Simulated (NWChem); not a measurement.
Molecule: CH4F2OSi; SMILES [SiH](CO)(F)F

```xyz
9

O      0.1206     2.1774     0.1734
C     -0.6271     1.1184    -0.4258
Si     0.0242    -0.4744     0.3334
F     -0.9543    -1.6713    -0.1131
F      1.4785    -0.8130    -0.2567
H     -0.1506     3.0152    -0.2314
H     -0.5031     1.0838    -1.5207
H     -1.7088     1.2085    -0.2285
H      0.1038    -0.4365     1.8079
```
Atoms are numbered in this order, from 1.

Results from NWChem. Coordinates come from a B3LYP/6-31G* (spherical d) optimisation. B3LYP is NWChem's, with the RPA form of VWN correlation. Total energies of different functionals are on different scales.

| level | energy (Ha) | highest occupied level (eV) | orbital gap (eV) | dipole (D) | relative time |
|---|---|---|---|---|---|
| PBE/def2-TZVP | -604.7139 | -6.78 | 6.02 | 2.69 | 1 |
| B3LYP/def2-TZVP | -605.2149 | -8.27 | 8.11 | 2.76 | 1 |
| CAM-B3LYP/def2-TZVP | -605.1119 | -10.04 | 11.09 | 2.80 | 10 |
| TPSSh/def2-TZVP | -605.1977 | -7.58 | 7.43 | 2.70 | 1 |
| LDA (Slater exchange, VWN5)/def2-TZVP | -601.8625 | -6.92 | 5.93 | 2.80 | 1 |

The last column is a rough cost ratio, cheapest run = 1.
